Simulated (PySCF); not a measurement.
Calculated NMR data

Level of theory: shieldings: GIAO PBE0/pcSseg-1, GFN2-xTB geometry, in PySCF (non-relativistic Hamiltonian, a single conformation, equivalent nuclei averaged, no solvent).

References, each an isolated molecule treated in the same way: TMS for 1H (31.72 ppm), 13C (186.93 ppm). Splittings of carbon signals by F and P are missing where no couplings were computed. Where no couplings were computed, multiplicities follow the n + 1 count of equivalent neighbours, and m marks all less simple cases (inequivalent or close neighbours, rings, F or P nearby). Shifts are as computed. Against solution values, carbons near 30 ppm lie about +3 ppm off and those near 130 ppm about +5 ppm. Of 1211 compounds with measured shifts, 218 miss one by over three times the rms of a fit or turn the order of signals round; such compounds aren't used in these exercises.

Compound 1 (C6H5NOP2). 1H NMR (600 MHz, computed): δ 9.69 (m, 1H), 9.24 (m, 1H), 4.40 (s, 3H). 13C{1H} NMR (computed): δ 207.2 (C), 168.3 (CH), 157.9 (CH), 135.5 (C), 121.5 (C), 59.5 (CH3). Structure: `c1pc(OC)c(C#N)pc1`.

Compound 2 (C3H12NOPSi2). 1H NMR (600 MHz, computed): δ 6.80 (m, 1H), 6.62 (m, 1H), 6.49 (m, 1H), 4.70 (m, 6H), 1.59 (m, 3H). 13C{1H} NMR (computed): δ 140.8 (CH2), 139.2 (CH), 21.4 (CH3). Structure: SMILES C=C[P@@](C)(=O)N([SiH3])[SiH3].

Compound 3 (C5H9N3O). 1H NMR (600 MHz, computed): δ 6.98 (s, 1H), 4.29 (q, 2H), 4.06 (s, 3H), 1.36 (t, 3H). 13C{1H} NMR (computed): δ 161.1, 114.4, 59.1, 42.7, 18.8. Structure: `InChI=1S/C5H9N3O/c1-3-8-5(9-2)4-6-7-8/h4H,3H2,1-2H3`.
